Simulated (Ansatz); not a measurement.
`[CH3][Sc]([F])[F]` + H–F → `[F][Sc]([F])[F]` + CH₄ at 400 K and 1 bar (ligand exchange at the Sc–C bond).

Program: Ansatz. Geometries: PBE0-D4/def2-TZVP. ΔE: electronic, gas phase. CCSD(T)/CBS is the MP2 limit (def2-TZVPP, def2-QZVPP) plus CCSD(T) − MP2 in def2-TZVPP, frozen cores. This one scheme is used for every species. For Sc outer-core shells are correlated without core-valence functions, which leaves a few kJ/mol of doubt a bond. Scalar relativity is left out up to krypton.

```
            species  CCSD(T)/CBS energy (Eh)  H − E (kJ/mol)  S (J/(mol·K))
`[CH3][Sc]([F])[F]`               -999.78512           128.1          388.1
                H–F               -100.39570            36.5          182.2
  `[F][Sc]([F])[F]`              -1059.81008            38.2          320.9
                CH₄                -40.46206           131.3          197.2
```

H − E and S are ideal-gas, rigid-rotor, harmonic terms from PBE0-D4/def2-TZVP, for one conformer and one mirror image of each species. 1 Eh = 2625.50 kJ/mol, R = 8.31446 J/(mol·K).

**Question.** By hand: ΔE, ΔH, ΔS and ΔG.

**Answer.** ΔE = (-1059.81008) + (-40.46206) − (-999.78512) − (-100.39570) = -0.09132 Eh = -239.8 kJ/mol. Δ(H − E) = 38.2 + 131.3 − 128.1 − 36.5 = 4.9, so ΔH = -234.9 kJ/mol. ΔS = 320.9 + 197.2 − 388.1 − 182.2 = -52.2 J/(mol·K). ΔG = -234.9 − 400 × (-52.2)/1000 = -214.0 kJ/mol.

**Question.** By hand: the equilibrium constant, and the temperature at which ΔG would vanish if ΔH and ΔS stayed fixed.

**Answer.** log₁₀ K = −ΔG/(RT ln 10) = 27.9. ΔG = 0 at ΔH/ΔS = 4500 K, far beyond where these terms or the molecules hold.

ΔH outweighs TΔS. A doubt of 5 kJ/mol in ΔE shifts log₁₀ K by 0.7 here. Other conformers and mirror images would add mixing entropy, several J/(mol·K) or more a flexible species. Modes under 60 cm⁻¹, often nearly free rotors, make the harmonic entropy too high. These are equilibria of isolated gas molecules and say nothing of rates. Largest T1 diagnostic: 0.017 (customary marks: 0.02 for closed shells, 0.045 for open ones).
